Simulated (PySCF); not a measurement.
Input of a run (PBE0-D3(BJ)/def2-SVP geometry optimisation, gas phase (PySCF 2.14.0)), started from GFN2-xTB:
```
{"job": {"xc": "PBE0", "basis": "def2-SVP", "d3": "d3bj", "grid": 1, "shake": 0.01, "kind": "geom"}, "charge": 0, "multiplicity": 1}
C     -2.852370    -0.079010    -0.086840
C     -1.717270     0.268800     0.030200
Al     0.106240     0.891080     0.249960
N      1.305090    -0.691800    -0.207240
C      2.288610    -1.202710    -0.307220
H     -3.885610    -0.341270    -0.203700
H      0.759820     1.007840     1.691960
H      0.822770     1.798650    -0.833580
H      3.230530    -1.668750    -0.367270
```

Output (energies in Eh, forces in Eh/bohr):
```
step   0  E = -413.27517211  max force = 0.085607
step   1  E = -413.28365580  max force = 0.015508
step   2  E = -413.28432553  max force = 0.004999
step   3  E = -413.28537385  max force = 0.012423
step   4  E = -413.28580435  max force = 0.010395
step   5  E = -413.28612448  max force = 0.002549
step   6  E = -413.28620504  max force = 0.002152
step   7  E = -413.28622291  max force = 0.001270
step   8  E = -413.28623741  max force = 0.000316
optimisation converged
```

Summarise the run.

The energy falls by 0.301 eV over 9 energy and gradient evaluations, the largest force component goes from 0.0856 to 3.2e-04 Eh/bohr, and the atoms move by 0.437 Å rms after alignment. The bond that changes most is N4≡C5 (ends: nitrogen bonded to Al and C; triply bonded carbon), which lengthens by 0.034 Å. Bonds longer at the end by more than 0.005 Å: 6 of 8; shorter: 0. Among the angles that change most is Al3–N4–C5, from 153.7° to 178.6°. The energy never rose by more than 1e-6 Eh on the way. The first step brought 77 % of the lowering.

What are the final bond lengths?

C1≡C2 1.222 Å, C2–Al3 1.940 Å, Al3–N4 2.063 Å, N4≡C5 1.147 Å, C1–H6 1.076 Å, Al3–H7 1.595 Å, Al3–H8 1.595 Å, C5–H9 1.082 Å. Numbering counts from 1 in the input's order; the species is `C#[C][AlH2-][N+]#C`.

The run used 94 basis functions and 66 SCF cycles in all. The run took 25 s wall on an Arm Neoverse V1 with one thread, no GPU, on a shared host, and the process peaked at 0.38 GiB of memory.

Whether it is a minimum is left open (no frequencies).
